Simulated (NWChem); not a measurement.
Program: NWChem. System: germylsilane (H$_{6}$GeSi), charge 0, spin multiplicity 1, at a geometry optimised with PBE0/def2-SVP. Level: RHF/def2-TZVP.

The NWChem input:

```
start mol
memory heap 200 mb stack 900 mb global 1100 mb
geometry units angstroms nocenter noautoz
  Si     0.061769     1.604304     0.000000
  Ge    -0.029915    -0.777016     0.000000
  H      0.782763     2.091356     1.215435
  H      0.782763     2.091356    -1.215435
  H     -1.320882     2.172304     0.000000
  H     -0.771586    -1.289161     1.249517
  H     -0.771586    -1.289161    -1.249517
  H      1.391037    -1.372451     0.000000
  symmetry group Cs
end
basis spherical
  * library def2-tzvp
end
scf
  rhf
  nopen 0
  maxiter 100
  thresh 1e-7
  semidirect memsize 60000000 filesize 0
end
task scf energy
```

NWChem printed:

```
             Northwest Computational Chemistry Package (NWChem) 7.3.0
             --------------------------------------------------------

                                NWChem Input Module
                                -------------------

 Scaling coordinates for geometry "geometry" by  1.889725989
 (inverse scale =  0.529177249)

 Turning off AUTOSYM since
 SYMMETRY directive was detected!

                             Geometry "geometry" -> ""
                             -------------------------

 Output coordinates in angstroms (scale by  1.889725989 to convert to a.u.)

  No.       Tag          Charge          X              Y              Z
 ---- ---------------- ---------- -------------- -------------- --------------
    1 Si                  14.0000     0.06176900     1.60430400     0.00000000
    2 Ge                  32.0000    -0.02991500    -0.77701600     0.00000000
    3 H                    1.0000     0.78276300     2.09135600     1.21543500
    4 H                    1.0000     0.78276300     2.09135600    -1.21543500
    5 H                    1.0000    -1.32088200     2.17230400     0.00000000
    6 H                    1.0000    -0.77158600    -1.28916100     1.24951700
    7 H                    1.0000    -0.77158600    -1.28916100    -1.24951700
    8 H                    1.0000     1.39103700    -1.37245100     0.00000000

 Effective nuclear repulsion energy (a.u.)     172.4170698719

            Nuclear Dipole moment (a.u.)
            ----------------------------
        X                 Y               Z
 ---------------- ---------------- ----------------
    -0.0000094486    -0.0000245664     0.0000000000

      Symmetry information
      --------------------

 Group name             Cs
 Group number              2
 Group order               2
 No. of unique centers     6

      Symmetry unique atoms

     1    2    3    5    6    8


 Summary of "ao basis" -> "" (spherical)
 ------------------------------------------------------------------------------
       Tag                 Description            Shells   Functions and Types
 ---------------- ------------------------------  ------  ---------------------
 *                         def2-tzvp                  on all atoms

 Summary of "ao basis" -> "ao basis" (spherical)
 ------------------------------------------------------------------------------
       Tag                 Description            Shells   Functions and Types
 ---------------- ------------------------------  ------  ---------------------
 Si                        def2-tzvp                13       37   5s5p2d1f
 Ge                        def2-tzvp                16       48   6s5p4d1f
 H                         def2-tzvp                 4        6   3s1p

                                 NWChem SCF Module
                                 -----------------

  ao basis        = "ao basis"
  functions       =   121
  atoms           =     8
  closed shells   =    26
  open shells     =     0
  charge          =   0.00
  wavefunction    = RHF
  use symmetry    = T
  symmetry adapt  = T

 Summary of "ao basis" -> "ao basis" (spherical)
 ------------------------------------------------------------------------------
       Tag                 Description            Shells   Functions and Types
 ---------------- ------------------------------  ------  ---------------------
 Si                        def2-tzvp                13       37   5s5p2d1f
 Ge                        def2-tzvp                16       48   6s5p4d1f
 H                         def2-tzvp                 4        6   3s1p

      Symmetry analysis of basis
      --------------------------

        a'         79
        a"         42

 Forming initial guess at       0.1s

      Superposition of Atomic Density Guess
      -------------------------------------

 Sum of atomic energies:       -2367.14032805

      Non-variational initial energy
      ------------------------------

 Total energy =   -2367.758355
 1-e energy   =   -3641.990914
 2-e energy   =    1101.815489
 HOMO         =      -0.322198
 LUMO         =       0.060768

      Symmetry analysis of molecular orbitals - initial
      -------------------------------------------------

  Numbering of irreducible representations:

     1 a'          2 a"

  Orbital symmetries:

     1 a'          2 a'          3 a'          4 a'          5 a"
     6 a'          7 a'          8 a'          9 a'         10 a"
    11 a'         12 a"         13 a'         14 a'         15 a'
    16 a"         17 a'         18 a"         19 a'         20 a'
    21 a'         22 a'         23 a"         24 a'         25 a"
    26 a'         27 a'         28 a"         29 a'         30 a'
    31 a'         32 a"         33 a'         34 a'         35 a'
    36 a"

 Starting SCF solution at       2.8s

 ----------------------------------------------
         Quadratically convergent ROHF

 Convergence threshold     :          1.000E-07
 Maximum no. of iterations :          100
 Final Fock-matrix accuracy:          1.000E-09
 ----------------------------------------------

              iter       energy          gnorm     gmax       time
             ----- ------------------- --------- --------- --------
                 1    -2367.7602541572  4.57D-01  1.15D-01      3.0
                 2    -2367.7890714879  2.17D-01  4.83D-02      3.2
                 3    -2367.7909835295  1.36D-02  4.74D-03      3.6
                 4    -2367.7910141418  7.18D-05  2.77D-05      4.2
                 5    -2367.7910141427  4.46D-09  1.58D-09      5.1

       Final RHF  results
       ------------------

         Total SCF energy =  -2367.791014142722
      One-electron energy =  -3644.130311767633
      Two-electron energy =   1103.922227752977
 Nuclear repulsion energy =    172.417069871934

        Time for solution =      2.3s

       Symmetry analysis of molecular orbitals - final
       -----------------------------------------------

  Numbering of irreducible representations:

     1 a'          2 a"

  Orbital symmetries:

     1 a'          2 a'          3 a'          4 a'          5 a"
     6 a'          7 a'          8 a'          9 a"         10 a'
    11 a'         12 a'         13 a"         14 a'         15 a'
    16 a"         17 a'         18 a'         19 a"         20 a'
    21 a'         22 a"         23 a'         24 a'         25 a"
    26 a'         27 a'         28 a"         29 a'         30 a'
    31 a'         32 a"         33 a'         34 a'         35 a"
    36 a'

             Final eigenvalues
             -----------------

              1
    1 -405.2240
    2  -68.7769
    3  -52.1334
    4  -46.2209
    5  -46.2208
    6  -46.2208
    7   -7.1771
    8   -6.1275
    9   -5.1526
   10   -5.1526
   11   -5.1525
   12   -4.2336
   13   -4.2334
   14   -4.2334
   15   -1.6268
   16   -1.6268
   17   -1.6254
   18   -1.6232
   19   -1.6232
   20   -0.7606
   21   -0.6801
   22   -0.4954
   23   -0.4954
   24   -0.4637
   25   -0.4637
   26   -0.3991
   27    0.1197
   28    0.1325
   29    0.1325
   30    0.1443
   31    0.1704
   32    0.1704
   33    0.1903
   34    0.2496
   35    0.2653
   36    0.2653

                       ROHF Final Molecular Orbital Analysis
                       -------------------------------------

 Vector   24  Occ=2.000000D+00  E=-4.636594D-01  Symmetry=a'
              MO Center=  2.3D-01, -3.6D-01, -1.6D-10, r^2= 4.4D+00
   Bfn.  Coefficient  Atom+Function         Bfn.  Coefficient  Atom+Function
  ----- ------------  ---------------      ----- ------------  ---------------
    53      0.281719  2 Ge px               117      0.239861  8 H  s
    56      0.186440  2 Ge px                15     -0.150326  1 Si px

 Vector   25  Occ=2.000000D+00  E=-4.636591D-01  Symmetry=a"
              MO Center= -2.6D-01, -3.4D-01,  1.1D-11, r^2= 4.4D+00
   Bfn.  Coefficient  Atom+Function         Bfn.  Coefficient  Atom+Function
  ----- ------------  ---------------      ----- ------------  ---------------
    55      0.281931  2 Ge pz               105      0.207729  6 H  s
   111     -0.207729  7 H  s                 58      0.186581  2 Ge pz
    17     -0.150431  1 Si pz

 Vector   26  Occ=2.000000D+00  E=-3.990886D-01  Symmetry=a'
              MO Center=  1.3D-02,  3.5D-01, -8.1D-15, r^2= 3.2D+00
   Bfn.  Coefficient  Atom+Function         Bfn.  Coefficient  Atom+Function
  ----- ------------  ---------------      ----- ------------  ---------------
    16      0.333110  1 Si py                54     -0.329710  2 Ge py
    57     -0.211352  2 Ge py

 Vector   27  Occ=0.000000D+00  E= 1.197413D-01  Symmetry=a'
              MO Center=  4.2D-02,  1.1D+00,  2.3D-15, r^2= 9.1D+00
   Bfn.  Coefficient  Atom+Function         Bfn.  Coefficient  Atom+Function
  ----- ------------  ---------------      ----- ------------  ---------------
    43      2.676326  2 Ge s                 19      1.899154  1 Si py
     5     -1.478032  1 Si s                 57      1.329647  2 Ge py
   106     -0.362354  6 H  s                112     -0.362354  7 H  s
   118     -0.362301  8 H  s                 16      0.259883  1 Si py
    78     -0.236734  2 Ge d  2              30      0.191579  1 Si d  2

 Vector   28  Occ=0.000000D+00  E= 1.324834D-01  Symmetry=a"
              MO Center= -2.0D-01,  7.1D-01, -1.8D-10, r^2= 5.3D+00
   Bfn.  Coefficient  Atom+Function         Bfn.  Coefficient  Atom+Function
  ----- ------------  ---------------      ----- ------------  ---------------
    20      1.364147  1 Si pz                88     -1.015848  3 H  s
    94      1.015848  4 H  s                106     -0.570490  6 H  s
   112      0.570490  7 H  s                 58      0.550251  2 Ge pz

 Vector   29  Occ=0.000000D+00  E= 1.324838D-01  Symmetry=a'
              MO Center=  2.5D-01,  7.0D-01,  1.5D-10, r^2= 5.3D+00
   Bfn.  Coefficient  Atom+Function         Bfn.  Coefficient  Atom+Function
  ----- ------------  ---------------      ----- ------------  ---------------
    18      1.363192  1 Si px               100      1.173063  5 H  s
   118     -0.658711  8 H  s                 88     -0.586488  3 H  s
    94     -0.586488  4 H  s                 56      0.549810  2 Ge px
   106      0.329363  6 H  s                112      0.329363  7 H  s

 center of mass
 --------------
 x =  -0.00682803 y =  -0.17737233 z =   0.00000000

 moments of inertia (a.u.)
 ------------------
         502.202987484449         -17.651233450787           0.000000000000
         -17.651233450787          44.423075544676           0.000000000000
           0.000000000000           0.000000000000         502.882641825498

  Mulliken analysis of the total density
  --------------------------------------

    Atom       Charge   Shell Charges
 -----------   ------   -------------------------------------------------------
    1 Si  14    13.90   2.00  0.58  1.39  0.81  0.49  4.12  1.73  0.52  1.56  0.39  0.11  0.16  0.02
    2 Ge  32    31.93   2.00  2.00  1.16  0.80  0.76  0.57  5.98  4.44  1.56  1.47  0.98  8.91  1.10  0.05  0.12  0.02
    3 H    1     1.04   0.24  0.56  0.24  0.01
    4 H    1     1.04   0.24  0.56  0.24  0.01
    5 H    1     1.04   0.24  0.56  0.24  0.01
    6 H    1     1.02   0.23  0.57  0.21  0.01
    7 H    1     1.02   0.23  0.57  0.21  0.01
    8 H    1     1.02   0.23  0.57  0.21  0.01

       Multipole analysis of the density wrt the origin
       ------------------------------------------------

     L   x y z        total         open         nuclear
     -   - - -        -----         ----         -------
     0   0 0 0     -0.000000      0.000000     52.000000

     1   1 0 0      0.002354      0.000000     -0.000009
     1   0 1 0      0.060623      0.000000     -0.000025
     1   0 0 1      0.000000      0.000000      0.000000

     2   2 0 0    -27.008405      0.000000     22.061649
     2   1 1 0     -0.030433      0.000000      9.342445
     2   1 0 1     -0.000000      0.000000      0.000000
     2   0 2 0    -27.798400      0.000000    264.355680
     2   0 1 1     -0.000000      0.000000      0.000000
     2   0 0 2    -27.007228      0.000000     21.701893

 Task  times  cpu:        5.1s     wall:        5.1s

 Total times  cpu:        5.2s     wall:        5.2s
```
